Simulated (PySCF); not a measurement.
AuCl, charge -1, doublet, at the geometry of the source list (the multiplicity is a formal guess) (core potentials on Au) (in this run its highest filled SCF level lies above zero, so its values depend strongly on the basis, on diffuse functions most of all); PBE0/def2-SV(P) (PySCF).

The PySCF input:
```python
from pyscf import gto, scf, dft

mol = gto.M(
    atom='''
Au   -0.684900   -0.604800   -0.643200
Cl    0.684900    0.604800    0.643200
''',
    basis='def2-sv(p)',
    ecp={'Au': 'def2-sv(p)'},
    charge=-1,
    spin=1,
    verbose=5,
)

mf = dft.UKS(mol)
mf.xc = 'pbe0'
mf.grids.atom_grid = (99, 590)
mf.kernel()
mf.analyze()
```

What the program printed (banner, timings and long lists left out):

```
PySCF version 2.14.0

[INPUT] verbose = 5
[INPUT] max_memory = 4000
[INPUT] num. atoms = 2
[INPUT] num. electrons = 37
[INPUT] charge = -1
[INPUT] spin (= nelec alpha-beta = 2S) = 1
[INPUT] symmetry False subgroup None
[INPUT] Mole.unit = angstrom
[INPUT] Symbol           X                Y                Z      unit          X                Y                Z       unit  Magmom
[...]
[INPUT] ---------------- BASIS SET ----------------
[INPUT] l, kappa, [nprim/nctr], expnt,             c_1 c_2 ...
[INPUT] Au
[...]
                                12.193477         0.79105526778
[...]
                                7.335326          -0.72681584494
                                1.6575296365      0.57315511417
                                0.78159310216     0.49579068859
[...]
                                3.568257          0.40197233762
                                1.234575713       0.46001988624
                                0.48190232338     0.461521309579
[...]
[INPUT] Cl
[...]
                                1571.7365221      0.014754727977
                                357.12065523      0.066679112875
                                100.25185935      0.17228924084
                                30.812727554      0.158837861
[...]
                                5.7045760975      0.60841752753
                                2.3508376809      0.54352153355
[...]
                                72.102015515      -0.063563355471
                                22.532680262      -0.24016428276
                                7.8991765444      -0.47798866557
                                2.8767268321      -0.38515850005
[...]
nuclear repulsion = 76.4831812847346
number of shells = 19
number of NR pGTOs = 86
number of NR cGTOs = 43
basis = def2-sv(p)
ecp = {'Au': 'def2-sv(p)'}

******** <class 'pyscf.dft.uks.UKS'> ********
method = UKS
initial guess = minao
damping factor = 0
level_shift factor = 0
DIIS = <class 'pyscf.scf.diis.CDIIS'>
diis_start_cycle = 1
diis_space = 8
diis_damp = 0
SCF conv_tol = 1e-09
SCF conv_tol_grad = None
SCF max_cycles = 50
direct_scf = True
direct_scf_tol = 1e-13
number electrons alpha = 19  beta = 18
XC library pyscf.dft.libxc version 7.1.2
    S. Lehtola, C. Steigemann, M. J. T. Oliveira, and M. A. L. Marques,  SoftwareX 7, 1–5 (2018)
XC functionals = pbe0
    C. Adamo and V. Barone,  J. Chem. Phys. 110, 6158 (1999)
    M. Ernzerhof and G. E. Scuseria,  J. Chem. Phys. 110, 5029 (1999)
radial grids:
    Treutler-Ahlrichs [JCP 102, 346 (1995); DOI:10.1063/1.469408] (M4) radial grids

becke partition: Becke, JCP 88, 2547 (1988); DOI:10.1063/1.454033
pruning grids: <function nwchem_prune>
grids dens level: 3
symmetrized grids: False
atomic radii adjust function: <function treutler_atomic_radii_adjust>
User specified grid scheme (99, 590)
small_rho_cutoff = 0
Set gradient conv threshold to 3.16228e-05
Density of valence part of ANO basis will be used as initial guess for Au
atom Au rad-grids = 99, ang-grids = [ 50  50  50  50  50  50  50  50  50  50  50  50  50  50  50  50  50  50
  50  50  50  50  50  50  50  50  50  50  86  86  86  86  86  86  86  86
  86  86  86  86  86  86  86  86 434 434 434 434 434 434 434 434 434 434
 434 590 590 590 590 590 590 590 590 590 590 590 590 590 590 590 590 590
 590 590 590 590 590 434 434 434 434 434 434 434 434 434 434 434 434 434
 434 434 434 434 434 434 434 434 434]
atom Cl rad-grids = 99, ang-grids = [ 50  50  50  50  50  50  50  50  50  50  50  50  50  50  50  50  50  50
  50  50  50  50  50  50  50  50  50  50  50  86  86  86  86  86  86  86
  86  86  86  86  86  86  86  86  86 434 434 434 434 434 434 434 434 434
 434 434 590 590 590 590 590 590 590 590 590 590 590 590 590 590 590 590
 590 590 590 590 590 590 590 434 434 434 434 434 434 434 434 434 434 434
 434 434 434 434 434 434 434 434 434]
tot_boxes 1331, boxes in each direction [9 9 9]
Padding 0 grids
tot grids = 59928
nelec by numeric integration = [17.29692455 17.29692455]
[...]
converged SCF energy = -595.695234316752  <S^2> = 0.75341687  2S+1 = 2.003414
Total Energy =                        -595.695234316751566
[...]
1 Cl 3dyz        0.30289  -0.13523  -0.03705   0.21838   0.26117
1 Cl 3dz^2       0.42716  -0.00143   0.29894   0.23079  -0.00020
1 Cl 3dxz       -0.03277  -0.15539   0.20194  -0.06915   0.29705
1 Cl 3dx2-y2    -0.38201  -0.02201   0.20707  -0.31418   0.03699
               #41       #42       #43
0 Au 5s          0.06909  -0.30015  -0.03666
0 Au 6s         -0.01812   0.08033   0.01115
0 Au 7s         -0.08787  -0.25761  -0.23904
0 Au 8s          0.81253  -0.30544  -0.41038
0 Au 9s         -0.50416  -0.26790  -0.73110
0 Au 10s         0.12240   0.81651  -0.48677
0 Au 5px        -0.03312  -0.00012   0.00001
0 Au 5py        -0.02925  -0.00010   0.00001
0 Au 5pz        -0.03111  -0.00011   0.00001
0 Au 6px        -0.09951  -0.01923  -0.01026
0 Au 6py        -0.09006  -0.01762  -0.00935
0 Au 6pz        -0.09345  -0.01806  -0.00963
0 Au 7px        -0.01698  -0.01971  -0.01319
0 Au 7py        -0.01858  -0.01845  -0.01213
0 Au 7pz        -0.01594  -0.01851  -0.01239
0 Au 5dxy       -0.00000  -0.00000  -0.00000
0 Au 5dyz       -0.00057  -0.00025  -0.00002
0 Au 5dz^2       0.00007   0.00003   0.00000
0 Au 5dxz       -0.00053  -0.00025  -0.00003
0 Au 5dx2-y2     0.00050   0.00024   0.00003
0 Au 6dxy       -0.00228  -0.00068  -0.00033
0 Au 6dyz       -0.11464  -0.03294  -0.01543
0 Au 6dz^2       0.01046   0.00296   0.00137
0 Au 6dxz       -0.04226  -0.01178  -0.00411
0 Au 6dx2-y2     0.03969   0.01106   0.00386
1 Cl 1s         -0.00012   0.00005   0.00001
1 Cl 2s         -0.00068   0.00020   0.00004
1 Cl 3s         -0.00267  -0.00028   0.00074
1 Cl 4s         -0.00626   0.01557   0.01381
1 Cl 2px         0.00009  -0.00003  -0.00002
1 Cl 2py         0.00008  -0.00003  -0.00002
1 Cl 2pz         0.00009  -0.00003  -0.00002
1 Cl 3px         0.00138  -0.01333  -0.00352
1 Cl 3py         0.00122  -0.01177  -0.00311
1 Cl 3pz         0.00130  -0.01252  -0.00331
1 Cl 4px        -0.02271  -0.02077  -0.01029
1 Cl 4py        -0.01722  -0.01755  -0.00881
1 Cl 4pz        -0.02133  -0.01951  -0.00967
1 Cl 3dxy        0.05515   0.00449   0.00087
1 Cl 3dyz        0.05179   0.00421   0.00082
1 Cl 3dz^2       0.00047   0.00019   0.00007
1 Cl 3dxz        0.05943   0.00499   0.00101
1 Cl 3dx2-y2     0.00828   0.00095   0.00025

spin_pop of  0 Au 5s        0.00025
spin_pop of  0 Au 6s        0.48223
spin_pop of  0 Au 7s        0.00710
spin_pop of  0 Au 8s       -0.00005
spin_pop of  0 Au 9s       -0.00014
spin_pop of  0 Au 10s        0.00037
spin_pop of  0 Au 5px       0.00254
spin_pop of  0 Au 5py       0.00193
spin_pop of  0 Au 5pz       0.00222
spin_pop of  0 Au 6px       0.01785
spin_pop of  0 Au 6py       0.01210
spin_pop of  0 Au 6pz       0.01598
spin_pop of  0 Au 7px       0.01491
spin_pop of  0 Au 7py       0.00934
spin_pop of  0 Au 7pz       0.01349
spin_pop of  0 Au 5dxy     -0.00968
spin_pop of  0 Au 5dyz      0.03632
spin_pop of  0 Au 5dz^2    -0.00909
spin_pop of  0 Au 5dxz      0.03226
spin_pop of  0 Au 5dx2-y2    0.02774
spin_pop of  0 Au 6dxy      0.00768
spin_pop of  0 Au 6dyz      0.03695
spin_pop of  0 Au 6dz^2     0.00776
spin_pop of  0 Au 6dxz      0.03893
spin_pop of  0 Au 6dx2-y2    0.03497
spin_pop of  1 Cl 1s        0.00000
spin_pop of  1 Cl 2s       -0.00000
spin_pop of  1 Cl 3s        0.01393
spin_pop of  1 Cl 4s        0.02100
spin_pop of  1 Cl 2px       0.00000
spin_pop of  1 Cl 2py       0.00000
spin_pop of  1 Cl 2pz       0.00000
spin_pop of  1 Cl 3px       0.06634
spin_pop of  1 Cl 3py       0.05130
spin_pop of  1 Cl 3pz       0.05839
spin_pop of  1 Cl 4px       0.00232
spin_pop of  1 Cl 4py       0.00070
spin_pop of  1 Cl 4pz       0.00195
spin_pop of  1 Cl 3dxy      0.00011
spin_pop of  1 Cl 3dyz      0.00010
spin_pop of  1 Cl 3dz^2    -0.00006
spin_pop of  1 Cl 3dxz      0.00002
spin_pop of  1 Cl 3dx2-y2   -0.00006
In total            19.00000 | 18.00000

WARN: System has nonzero charge -1; the dipole moment is origin-dependent.
Location of origin: [0. 0. 0.]

Dipole moment(X, Y, Z, Debye):  1.62569,  1.43556,  1.52671
```
